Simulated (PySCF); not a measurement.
An unknown shows these calculated signals:

1H NMR (500 MHz, computed): δ 7.36 (m, 2H), 7.32 (m, 2H), 7.24 (m, 1H), 4.43 (s, 2H), 3.13 (s, 3H).

13C{1H} NMR (computed): δ 146.4 (C), 134.5 (CH), 133.5 (CH), 133.1 (CH), 77.5 (CH2), 57.5 (CH3).

Method: structure optimised with PBE0-D3(BJ)/def2-SVP, B3LYP/pcSseg-1 with gauge-including orbitals, in PySCF (no relativistic terms, no solvent, averaged over atoms made equivalent by symmetry, fast rotation or ring inversion, one conformer).

Referencing at the same level of theory: 1H (σref 31.38), 13C (σref 179.24) against TMS.

Which of these does the molecule contain: a Si–H bond, a methoxy group, a vinyl group CH=CH2, a non-aromatic C=C double bond, a benzene ring?

## Answers


- A Si–H bond: no.
- A methoxy group: yes (δC 57.5; δH 3.13 (s)).
- A vinyl group CH=CH2: no.
- A non-aromatic C=C double bond: no.
- A benzene ring: yes.

The data belong to `InChI=1S/C8H10O/c1-9-7-8-5-3-2-4-6-8/h2-6H,7H2,1H3`; they needn't prove each group on their own.

Carbon signals by region: 4 in the sp2 and nitrile region (100–160 ppm), 2 at 50–100 ppm.

Shifts are as computed. Against solution values, carbons near 30 ppm lie about +2 ppm off and those near 130 ppm about +6 ppm. Of 1211 compounds with measured shifts, 218 miss one by over three times the rms of a fit or turn the order of signals round; such compounds aren't used in these exercises. Multiplicities follow the n + 1 count of equivalent neighbours, as no J values were calculated; m marks all less simple cases, F and P coupling included.
